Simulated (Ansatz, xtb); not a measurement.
**Two isomers of C7H8**

We compare X, `C=CC1=CCC=C1`, a singlet, with Y, `C=CC1C=CC=C1`, a singlet. Both are isolated molecules in the gas phase, relaxed with PBE-D3(BJ)/def2-SVP; the shapes shown needn't be the lowest conformers.

X (Å):

```yaml
atoms:
  - { symbol: C, position_ang: [-0.7731, 2.8835, 0.2178] }
  - { symbol: C, position_ang: [0.2328, 2.0719, 0.6146] }
  - { symbol: C, position_ang: [0.6327, 0.8248, -0.0262] }
  - { symbol: C, position_ang: [1.6559, 0.0045, 0.3837] }
  - { symbol: C, position_ang: [1.7521, -1.1781, -0.5329] }
  - { symbol: C, position_ang: [0.6521, -0.9411, -1.5311] }
  - { symbol: C, position_ang: [0.0146, 0.2199, -1.2249] }
  - { symbol: H, position_ang: [-1.0069, 3.8100, 0.7633] }
  - { symbol: H, position_ang: [-1.3960, 2.6531, -0.6609] }
  - { symbol: H, position_ang: [0.8236, 2.3546, 1.5037] }
  - { symbol: H, position_ang: [2.3107, 0.1772, 1.2490] }
  - { symbol: H, position_ang: [2.7525, -1.2538, -1.0210] }
  - { symbol: H, position_ang: [1.6249, -2.1444, 0.0100] }
  - { symbol: H, position_ang: [0.4209, -1.6155, -2.3668] }
  - { symbol: H, position_ang: [-0.8316, 0.6540, -1.7752] }
```

Y (Å):

```json
{"atom": "C", "x (Å)": "1.5717", "y (Å)": "2.9048", "z (Å)": "0.4475"}
{"atom": "C", "x (Å)": "1.0876", "y (Å)": "1.6523", "z (Å)": "0.5036"}
{"atom": "C", "x (Å)": "0.6564", "y (Å)": "0.8293", "z (Å)": "-0.6894"}
{"atom": "C", "x (Å)": "1.4044", "y (Å)": "-0.4814", "z (Å)": "-0.7999"}
{"atom": "C", "x (Å)": "0.5137", "y (Å)": "-1.5112", "z (Å)": "-0.7734"}
{"atom": "C", "x (Å)": "-0.8470", "y (Å)": "-0.9718", "z (Å)": "-0.6529"}
{"atom": "C", "x (Å)": "-0.7885", "y (Å)": "0.3879", "z (Å)": "-0.6054"}
{"atom": "H", "x (Å)": "1.8668", "y (Å)": "3.4467", "z (Å)": "1.3594"}
{"atom": "H", "x (Å)": "1.6912", "y (Å)": "3.4336", "z (Å)": "-0.5130"}
{"atom": "H", "x (Å)": "0.9782", "y (Å)": "1.1446", "z (Å)": "1.4784"}
{"atom": "H", "x (Å)": "0.8137", "y (Å)": "1.4333", "z (Å)": "-1.6149"}
{"atom": "H", "x (Å)": "2.4982", "y (Å)": "-0.5460", "z (Å)": "-0.8723"}
{"atom": "H", "x (Å)": "0.7580", "y (Å)": "-2.5815", "z (Å)": "-0.8363"}
{"atom": "H", "x (Å)": "-1.7600", "y (Å)": "-1.5834", "z (Å)": "-0.6137"}
{"atom": "H", "x (Å)": "-1.6274", "y (Å)": "1.0895", "z (Å)": "-0.5068"}
```

Energies in hartree; the thermal terms are from GFN2-xTB frequencies at re-optimised GFN2-xTB minima (ideal gas, soft modes damped towards free rotors, one conformer each, 298.15 K, 1 atm) and include the zero-point energy:

```
                              X           Y
E, CCSD(T)/def2-SVP  −270.507739  −270.499418
    E, MP2/def2-SVP  −270.406392  −270.397998
  E, MP2/def2-TZVPP  −270.895044  −270.886256
  zero-point energy     0.122584     0.122826
       H(298 K) − E     0.130100     0.130343
       G(298 K) − E     0.092248     0.092197
```

Correct the CCSD(T) difference for the basis set by the MP2 change, then work out ΔE, ΔE₀, ΔH and ΔG for X → Y in kcal/mol (1 Eh = 627.51 kcal/mol) and the equilibrium ratio [Y]/[X].

1. Differences Y − X: CCSD(T) +0.008321, MP2 in the small set +0.008394, MP2 in the large set +0.008788 Eh.
2. ΔE = +0.008321 + (+0.008788 − (+0.008394)) = +0.008715 Eh = +5.47 kcal/mol.
3. ΔE₀ = ΔE + ΔZPE = +0.008715 + (+0.000242) Eh = +5.62 kcal/mol.
4. ΔH = ΔE + (+0.000243) Eh = +5.62 kcal/mol.
5. ΔG = ΔE + (−0.000051) Eh = +5.44 kcal/mol, so ΔS = (ΔH − ΔG)/T = +2.6 J/(mol K).
6. kT = 0.9442 mEh, so K = [Y]/[X] = exp(−ΔG/kT) = exp(−9.18) ≈ 1.0 × 10^−4.

Structure X is favoured at this temperature. An error of 1 kcal/mol in ΔG would change K by a factor of 5.4. Mirror images and further conformers aren't counted.

As drawn, both hold the same kinds of bond in the same numbers.

Other levels gave ΔE = +6.2 (GFN2-xTB); +6.3 (HF/STO-3G, GFN2-xTB geometries); +8.2 (r2SCAN-D4/def2-SVP, GFN2-xTB geometries); +8.0 (PBE-D3(BJ)/def2-SVP); +5.8 (HF/def2-SVP); +5.3 (MP2/def2-SVP); +5.2 (CCSD(T)/def2-SVP) kcal/mol. The correlated steps freeze 7 core orbitals. Programs: Ansatz 0.2.0, xtb 6.7.1.
